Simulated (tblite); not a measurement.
H6O7Si2, triplet, at the geometry of the source list (a higher spin typed on purpose: for a closed-shell molecule this is an excited state); tblite with GFN1-xTB.

The tblite input:
```
$ tblite run mol.xyz --method gfn1 --charge 0 --spin 2 --guess eeq --json tblite.json --no-restart

# file mol.xyz
15

O      2.80810000     0.41600000     0.64760000
Si     1.46310000    -0.42440000     0.32690000
O      1.66050000    -1.34630000    -0.98680000
O      1.13080000    -1.36690000     1.59840000
O      0.27490000     0.66570000     0.04810000
Si    -1.29640000     0.50770000    -0.28770000
O     -1.74180000     1.81820000    -1.14100000
O     -1.48810000    -0.89340000    -1.09230000
O     -2.24410000     0.43120000     1.02340000
H      3.16180000     0.98130000    -0.03060000
H      0.87640000    -1.76070000    -1.34010000
H      1.17170000    -0.99450000     2.47420000
H     -1.17380000     2.11840000    -1.84410000
H     -2.33050000    -1.33300000    -1.00620000
H     -2.27280000     1.18080000     1.61010000
```

The log (banner, timings and long lists left out):

```
xTB calculator
 | screened Coulomb repulsion
 | Coulomb electrostatics
 |  * isotropic Klopman-Ohno-Mataga-Nishimoto electrostatics
 |  * onsite third-order electrostatics
 | DFT-D3(BJ) dispersion correction

halogen bonding energy    0.0000000000000E+00 Eh
repulsion energy          2.5927256411260E-01 Eh
dispersion energy        -6.2097751133421E-03 Eh
number of electrons       5.6000000000000E+01 e
integral cutoff           2.8146159136829E+01 bohr

------------------------------------------------------------
  cycle        total energy    energy error   density error
------------------------------------------------------------
      1     -40.00597776265  -4.0259041E+01   5.3193784E-01
      2     -40.00044527005   5.5324926E-03   3.1508940E-01
      3     -39.82401605966   1.7642921E-01   1.6904317E-01
      4     -39.98557271253  -1.6155665E-01   6.2157151E-02
      5     -39.99180188867  -6.2291761E-03   5.3279858E-02
      6     -39.99835976330  -6.5578746E-03   4.9667719E-02
      7     -40.01641626808  -1.8056505E-02   2.5821068E-02
      8     -40.02009285568  -3.6765876E-03   7.9250872E-03
      9     -40.02034563093  -2.5277525E-04   5.4729754E-03
     10     -40.02040263892  -5.7007997E-05   4.7852699E-03
     11     -40.02054450579  -1.4186687E-04   2.0695450E-03
     12     -40.02057398454  -2.9478753E-05   1.0915666E-03
     13     -40.02057861578  -4.6312351E-06   6.8080579E-04
     14     -40.02058049640  -1.8806257E-06   4.1394386E-04
     15     -40.02058141213  -9.1572704E-07   1.8599489E-04
     16     -40.02058164416  -2.3203084E-07   4.8075821E-05
     17     -40.02058165322  -9.0622905E-09   2.0959618E-05
     18     -40.02058165628  -3.0582399E-09   1.3072525E-05
------------------------------------------------------------

electronic energy        -4.0273644445280E+01 Eh
total energy             -4.0020581656281E+01 Eh

Post processing:
 | Mayer-Wiberg bond orders

[Info] JSON dump of results written to 'tblite.json'
```
